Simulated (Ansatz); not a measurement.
Q: Name a neutral molecule of Al, C, Ga, O and H with LUMO energy (ωB97M-V/def2-TZVPP) between 0.50 and 0.80 eV and HOMO–LUMO gap (ωB97M-V/def2-TZVPP) between 10.15 and 10.45 eV (Ansatz, PBE0-D4/def2-TZVP geometry).

A: `[CH3][AlH][O][GaH2]` (0.52 eV, 10.40 eV). Other molecules can fit too; these were computed, each in one conformer that needn't be the lowest.
